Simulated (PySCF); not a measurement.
**Shapes and spin states of CrS₂⁻**

Level of theory: B3LYP in PySCF with Cr def2-SVPD, S def2-SVPD; no relativity; density-fitted integrals.

Relaxations began from a few typed shapes and spin states; open shells are unrestricted. The search is not exhaustive: other isomers or separated fragments can lie lower, and high-lying points may rest on an excited occupation.

Task: Which is the lowest minimum found?
A. quartet (⟨S²⟩ 4.20) D∞h: Cr–S 2.143 Å (×2); S–Cr–S 180.0°
B. broken-symmetry Ms = 3/2 (⟨S²⟩ 4.83) C2v: Cr–S 2.361 Å (×2), S–S 2.148 Å; Cr–S–S 62.9° (×2), S–Cr–S 54.1°
C. broken-symmetry Ms = 1/2 (⟨S²⟩ 3.10) C2v: Cr–S 2.200 Å (×2); S–Cr–S 79.7°
D. broken-symmetry Ms = 1/2 (⟨S²⟩ 1.78) C2v: Cr–S 2.084 Å (×2); S–Cr–S 144.7°
E. broken-symmetry Ms = 1/2 (⟨S²⟩ 1.95) D∞h: Cr–S 2.107 Å (×2); S–Cr–S 180.0°

Result: A. The others lie at 102.5 (broken-symmetry Ms = 1/2 C2v), 112.6 (broken-symmetry Ms = 1/2 D∞h, a saddle point), 184.1 (broken-symmetry Ms = 3/2 C2v), 277.9 (broken-symmetry Ms = 1/2 C2v) kJ/mol above it.

For the lowest minimum: the determinant is spin-contaminated (⟨S²⟩ = 4.20, pure value 3.75). Open d and f shells are described by one determinant, and the ground state may have another occupation or spin. The lowest empty level of this anion is unbound, so it and the gap depend on the basis.
